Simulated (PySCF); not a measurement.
BiI3, charge -1, doublet, at a GFN2-xTB geometry (such geometries of metal compounds can be far from the true shape) (a state made from the parent by changing its charge; the spin is typed, not shown lowest) (core potentials on Bi, I). Base run: DF-HF/def2-SV(P) in PySCF.

Here is a job for PySCF.
```python
from pyscf import gto, scf

mol = gto.M(
    atom='''
Bi   -0.000000    0.000000    0.000000
I     0.508494   -2.928692   -0.041172
I     2.282312    1.904549    0.035280
I    -2.790806    1.024143    0.005891
''',
    basis='def2-sv(p)',
    ecp={'Bi': 'def2-sv(p)', 'I': 'def2-sv(p)'},
    charge=-1,
    spin=1,
    verbose=4,
)

mf = scf.UHF(mol)
mf = mf.density_fit(auxbasis='def2-universal-jkfit')
mf.kernel()
```

Variants of this job, named by their change:

```tsv
change	basis functions	E (Eh)	HOMO (eV)	outcome
base	104	-1103.73409	-4.67	converged
basis = ANO-RCC-VDZP; relativity = spin-free X2C (without ecp={'Bi': 'def2-sv(p)', 'I': 'def2-sv(p)'}; without mf = mf.density_fit(auxbasis='def2-universal-jkfit'))	-	-	-	cut at the time limit
basis = x2c-SVPall; relativity = none (without ecp={'Bi': 'def2-sv(p)', 'I': 'def2-sv(p)'}; without mf = mf.density_fit(auxbasis='def2-universal-jkfit'))	170	-37302.80614	-3.57	converged
basis = ANO-RCC-VDZP; relativity = none (without ecp={'Bi': 'def2-sv(p)', 'I': 'def2-sv(p)'}; without mf = mf.density_fit(auxbasis='def2-universal-jkfit'))	-	-	-	cut at the time limit
basis = x2c-SVPall; relativity = spin-free X2C (without ecp={'Bi': 'def2-sv(p)', 'I': 'def2-sv(p)'}; without mf = mf.density_fit(auxbasis='def2-universal-jkfit'))	170	-42869.06138	-4.48	converged
basis = jorge-DZP-DKH; relativity = none (without ecp={'Bi': 'def2-sv(p)', 'I': 'def2-sv(p)'}; without mf = mf.density_fit(auxbasis='def2-universal-jkfit'))	207	-37265.09864	-3.16	converged
basis = ANO-RCC-VDZP; relativity = spin-free X2C; nucleus = Gaussian (with nucmod='G'; without ecp={'Bi': 'def2-sv(p)', 'I': 'def2-sv(p)'}; without mf = mf.density_fit(auxbasis='def2-universal-jkfit'))	-	-	-	cut at the time limit
basis = jorge-DZP-DKH; relativity = spin-free X2C (without ecp={'Bi': 'def2-sv(p)', 'I': 'def2-sv(p)'}; without mf = mf.density_fit(auxbasis='def2-universal-jkfit'))	207	-42667.60278	-3.55	converged
basis = x2c-SVPall; relativity = spin-free X2C; nucleus = Gaussian (with nucmod='G'; without ecp={'Bi': 'def2-sv(p)', 'I': 'def2-sv(p)'}; without mf = mf.density_fit(auxbasis='def2-universal-jkfit'))	170	-42863.86064	-4.48	converged
```

Total energies compare only within one method and basis.

Open shells are given as the SCF converged; they aren't shown to be the lowest states, and a large step between rows can be another state.

Basis sets contracted for a relativistic Hamiltonian are a mismatch without it, so the rows without relativity aren't non-relativistic limits. No row has spin-orbit coupling; sets with core potentials leave out the core electrons.
